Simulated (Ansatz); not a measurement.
C2H7AlFN, SMILES C[NH][Al]([CH3])[F].

Geometry: B3LYP-D3(BJ)/def2-SVP. One conformer was computed; it need not be the lowest.

Two levels are set side by side: PBE/def2-SVPD (Ansatz, a first-principles code) and PBE0/def2-SVPD (Ansatz). Energy differences of separate SCF runs at the same geometry; the states with an electron removed or added have multiplicity 2 and 2. Differences are taken from unrounded values.

| quantity | PBE0 | PBE | PBE minus PBE0 |
|---|---|---|---|
| vertical ionisation energy (eV) | 9.09 | 9.04 | -0.06 |
| vertical singlet–triplet gap (eV) | 5.19 | 5.03 | -0.16 |
